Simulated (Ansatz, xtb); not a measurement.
## C5H3N3: which of two isomers lies lower

We compare X, `N#Cc1ncccn1`, a singlet, with Y, `N#Cc1ccncn1`, a singlet. Both are isolated molecules in the gas phase, relaxed with B3LYP-D3(BJ)/def2-SVP.

Question: Estimate E(Y) − E(X) at the level CCSD(T)/def2-SVP + ΔMP2/def2-TZVPP.

Answer: Too close to call at this level: CCSD(T)/def2-SVP + ΔMP2/def2-TZVPP gives E(Y) − E(X) = −0.035 eV.

How the difference moves with the method:

```
                             level               geometry  E(Y) − E(X) (eV)  departure from the last row (eV)  job, with rough time for the two
                          GFN2-xTB               GFN2-xTB              −0.042                            −0.006              optimisation, 0.28 s
                         HF/STO-3G               GFN2-xTB              +0.002                            +0.037              single point, 0.92 s
                r2SCAN-D4/def2-SVP               GFN2-xTB              −0.009                            +0.026               single point, 6.3 s
             B3LYP-D3(BJ)/def2-SVP  B3LYP-D3(BJ)/def2-SVP              −0.012                            +0.023                optimisation, 58 s
                       HF/def2-SVP  B3LYP-D3(BJ)/def2-SVP              −0.003                            +0.032           part of the CCSD(T) run
                      MP2/def2-SVP  B3LYP-D3(BJ)/def2-SVP              −0.013                            +0.022           part of the CCSD(T) run
                  CCSD(T)/def2-SVP  B3LYP-D3(BJ)/def2-SVP              −0.012                            +0.023                      single point
CCSD(T)/def2-SVP + ΔMP2/def2-TZVPP  B3LYP-D3(BJ)/def2-SVP              −0.035                                               single point, 1.8 min
```

As drawn, both hold the same kinds of bond in the same numbers.

The largest departure from CCSD(T)/def2-SVP + ΔMP2/def2-TZVPP is that of HF/STO-3G, 0.037 eV. The last row adds to CCSD(T) the change of the MP2 difference between the two basis sets, here −0.023 eV.

With thermal terms from frequencies at re-optimised GFN2-xTB minima (ideal gas, soft modes damped towards free rotors, one conformer each, 298.15 K, 1 atm): on the last row, ΔE + ΔZPE = −0.035, ΔH = −0.034, ΔG = −0.053 eV.

The correlated steps freeze 8 core orbitals. Run with Ansatz 0.2.0, xtb 6.7.1; the last row on 2 threads of Intel(R) Xeon(R) Processor @ 2.70GHz on a shared host.
